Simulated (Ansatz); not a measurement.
Species: CH$_{3}$Li, charge -1, multiplicity 2. 
Coordinates optimised at B3LYP-D3(BJ)/def2-TZVP (Ansatz, an electronic-structure program):
```
C
H 1 1.1033
H 1 1.1033 2 105.85
H 1 1.1033 2 105.85 3 112.06
Li 1 2.0548 2 112.89 3 -123.97
```
Charge -1, spin multiplicity 2.

Basis-set convergence of Hartree-Fock and MP2 correlation energies (hartree) with Ansatz. Valence correlation only, unless marked. UHF or UKS for open shells. No spin-orbit coupling. Non-relativistic. This anion needs diffuse functions, which these sets lack.

| basis | functions | E(HF) | E(corr, MP2) |
|---|---|---|---|
| def2-SVP | 38 | -46.98184 | -0.16455 |
| def2-TZVPP | 92 | -47.03398 | -0.20790 |
| def2-QZVPP | 182 | (withheld) | (withheld) |

**Question.** Some entries are withheld; supply them.

**Answer.** 
- def2-QZVPP, E(HF): -47.04543
- def2-QZVPP, E(corr, MP2): -0.22100
